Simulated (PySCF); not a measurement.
Run record: excited-state job, MnO3Br (`[O]=[Mn](=[O])(=[O])[Br]`).

Method: TDDFT CAM-B3LYP/def2-SVPD, vertical, gas phase, core orbitals frozen in the response (PySCF 2.14.0, density-fitted response routines). Geometry: PBE0-D3(BJ)/def2-SVP. A driver script takes a list of jobs; this job's settings line and coordinates (Å) are shown.

Input:
```
{"job": {"kind": "uv", "xc": "CAM-B3LYP", "basis": "def2-SVPD", "ip": false, "nstates": 15}, "charge": 0, "multiplicity": 1}
Mn     0.075953     0.144115     0.076682
O     -0.035291    -0.037100     1.595499
O      1.537010     0.164365    -0.388049
O     -0.687046     1.385932    -0.402018
Br    -0.890626    -1.657312    -0.882125
```

Problem. Estimate the output.

Solution. 
```
coarse grid: 30328 points
cycle   1  E = -3943.3903993699  dE =  4.610e+00  |g| = 5.043e+00  |ddm| = 4.163e+00
cycle   2  E = -3918.3203325179  dE =  2.507e+01  |g| = 1.016e+01  |ddm| = 2.405e+01
cycle   3  E = -3943.3589433368  dE = -2.504e+01  |g| = 6.235e+00  |ddm| = 2.193e+01
cycle   4  E = -3946.8490052744  dE = -3.490e+00  |g| = 4.277e+00  |ddm| = 3.931e+00
cycle   5  E = -3947.4714406341  dE = -6.224e-01  |g| = 4.185e+00  |ddm| = 3.328e+00
cycle   6  E = -3947.1884592370  dE =  2.830e-01  |g| = 3.722e+00  |ddm| = 3.093e+00
cycle   7  E = -3950.1921896689  dE = -3.004e+00  |g| = 4.304e-01  |ddm| = 2.813e+00
cycle   8  E = -3950.2301688584  dE = -3.798e-02  |g| = 1.591e-01  |ddm| = 4.715e-01
cycle   9  E = -3950.2353296143  dE = -5.161e-03  |g| = 7.022e-02  |ddm| = 1.337e-01
cycle  10  E = -3950.2364434934  dE = -1.114e-03  |g| = 3.299e-02  |ddm| = 8.112e-02
cycle  11  E = -3950.2366053952  dE = -1.619e-04  |g| = 3.466e-02  |ddm| = 4.726e-02
cycle  12  E = -3950.2369187198  dE = -3.133e-04  |g| = 8.403e-03  |ddm| = 3.138e-02
cycle  13  E = -3950.2369854101  dE = -6.669e-05  |g| = 5.517e-03  |ddm| = 2.667e-02
cycle  14  E = -3950.2370014013  dE = -1.599e-05  |g| = 4.123e-03  |ddm| = 1.282e-02
cycle  15  E = -3950.2370070375  dE = -5.636e-06  |g| = 7.925e-04  |ddm| = 6.916e-03
final grid: 59952 points
cycle  16  E = -3950.2368251062  dE =  2.163e-07  |g| = 2.252e-03  |ddm| = 2.205e-03
cycle  17  E = -3950.2368110955  dE =  1.401e-05  |g| = 1.029e-02  |ddm| = 5.557e-03
cycle  18  E = -3950.2368256693  dE = -1.457e-05  |g| = 1.593e-03  |ddm| = 4.385e-03
cycle  19  E = -3950.2368261011  dE = -4.318e-07  |g| = 2.302e-04  |ddm| = 8.926e-04
cycle  20  E = -3950.2368261491  dE = -4.794e-08  |g| = 1.696e-04  |ddm| = 5.090e-04
cycle  21  E = -3950.2368261929  dE = -4.386e-08  |g| = 3.810e-05  |ddm| = 8.394e-04
cycle  22  E = -3950.2368261945  dE = -1.571e-09  |g| = 1.094e-05  |ddm| = 1.405e-04
cycle  23  E = -3950.2368261947  dE = -2.437e-10  |g| = 6.624e-06  |ddm| = 5.231e-05
converged SCF energy = -3950.2368261947

Static polarisability (au): isotropic 64.049, principal 55.801 55.818 80.529

Singlet excitations
state   eV       nm        f      main configurations
  1   2.3392    530.0   0.00001   H-2->L 0.51, H->L 0.18, H-1->L+1 0.17
  2   2.3421    529.4   0.00001   H-2->L+1 0.51, H-1->L 0.18, H->L+1 0.18
  3   2.4978    496.4   0.00000   H-1->L+1 0.44, H->L 0.43
  4   2.7519    450.5   0.01945   H->L+1 0.42, H-1->L 0.39
  5   2.8033    442.3   0.00153   H-2->L+1 0.30, H-1->L 0.14, H->L+1 0.13
  6   2.8053    442.0   0.00154   H-2->L 0.29, H-1->L+1 0.14, H->L 0.13
  7   2.9141    425.5   0.00013   H->L+2 0.88
  8   2.9194    424.7   0.00015   H-1->L+2 0.88
  9   3.4579    358.6   0.00000   H-2->L+2 0.71, H-5->L 0.11, H-4->L+1 0.11
 10   3.7642    329.4   0.00019   H-6->L 0.34, H-4->L 0.26, H-5->L+1 0.22
 11   3.7658    329.2   0.00020   H-6->L+1 0.34, H-5->L 0.23, H-4->L+1 0.22
 12   3.7816    327.9   0.00000   H-5->L+1 0.40, H-4->L 0.38
 13   3.8953    318.3   0.00000   H-4->L+1 0.31, H-5->L 0.31, H-2->L+2 0.27
 14   4.2453    292.1   0.00034   H-3->L+1 0.42, H-3->L 0.29, H-6->L+1 0.12
 15   4.2469    291.9   0.00032   H-3->L 0.40, H-3->L+1 0.29, H-6->L 0.12

Triplet excitations (Tamm-Dancoff, eV): 1.9350 1.9989 2.0034 2.0431
```

The SCF starts on a coarse grid where the log names one; the energy can jump when the final grid takes over, and dE then counts from the start density on the new grid. H and L stand for HOMO and LUMO; the number after each pair is its weight.

Problem. Give the mean polarisability as a volume in Å³, and the ratio of the largest to the smallest principal value.

Solution. 64.049 au × 0.148185 = 9.49 Å³; 80.529/55.801 = 1.44.

Summary of the converged run: HOMO -10.59 eV, LUMO -4.47 eV; lowest singlet 2.34 eV; lowest triplet 1.94 eV (Tamm–Dancoff); mean polarisability 64.0 au.

 Relativistic effects, spin–orbit coupling among them, are left out although an element past zinc is present.

Hardware: one thread, x86-64 server, on a shared host. Cost: 26 s wall.
Labels such as C1 count atoms from 1, the log's own numbers from 0.
